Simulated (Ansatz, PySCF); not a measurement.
Gas-phase reaction in SMILES: O[SiH2]O [dihydroxysilane] → O[SiH]O + H atom (the H-Si bond at the site shown breaks; other sites are not compared here)
Each molecule is optimised on its own at B3LYP-D3(BJ)/def2-TZVP (Ansatz, an electronic-structure program), one conformer each, not searched for the lowest.

Property: bond dissociation energy (enthalpy at 298 K, with B3LYP-D3(BJ) rigid-rotor harmonic-oscillator terms from PySCF), in kJ/mol. Cores are frozen in the correlated levels unless marked. UHF or UKS for open shells. No spin-orbit coupling. Non-relativistic. Basis-set limits of correlation are two-point, X^-3; Hartree-Fock from the larger set (for Q and 5 zeta extrapolated as (X+1)exp(-9√X)).

```json
[
 {"level": "HF/cc-pV(5+d)Z", "program": "Ansatz", "bond dissociation energy (kJ/mol)": "314.8"},
 {"level": "BLYP-D3(BJ)/def2-TZVPD", "program": "Ansatz + dftd3", "bond dissociation energy (kJ/mol)": "376.3"}
]
```

### Question
Predict the CCSD(T)/CBS(cc-pV(Q+d)Z,cc-pV(5+d)Z) result (Ansatz).

### Answer
399.2 kJ/mol, so BLYP-D3(BJ)/def2-TZVPD differs from it by -22.9 kJ/mol.
